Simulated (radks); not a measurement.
Initial-state core-level shifts of neutral thulium when its valence configuration changes from [Xe] 4f13 6s2. Method: non-relativistic Kohn-Sham, PBEsol, spin-unpolarised, spherical densities, point nucleus; relativity is left out, which matters for an element this heavy; computed with a radial shooting solver on a logarithmic mesh with Libxc functionals. Shifts are changes of the shell-averaged eigenvalues in eV (positive: less bound); the change of the density at the nucleus, which sets a Mossbauer isomer shift, is in e/bohr^3, on a base of 2.344e+05.

| valence | 1s | 3s | 3p | 4d | density at nucleus |
|---|---|---|---|---|---|
| 4f12 6s2 6p1 | -11.368 | -12.812 | -12.775 | -11.928 | +16.88 |
| 4f13 6s1 6p1 | -1.288 | -1.273 | -1.273 | -1.282 | -5.94 |
| 4f13 5d1 6s1 | +1.160 | +1.187 | +1.187 | +1.219 | -7.53 |
| 4f11 6s2 6p2 | -24.051 | -27.274 | -27.196 | -25.043 | +36.37 |
| 4f12.5 6s2 6p0.5 | -5.502 | -6.177 | -6.159 | -5.792 | +8.05 |
| 4f13 6p2 | -2.483 | -2.453 | -2.454 | -2.472 | -12.65 |
| 4f13.5 6s1.5 | +4.327 | +4.900 | +4.885 | +4.623 | -9.29 |
| 4f12 5d1 6s2 | -7.756 | -9.173 | -9.135 | -8.255 | +12.38 |
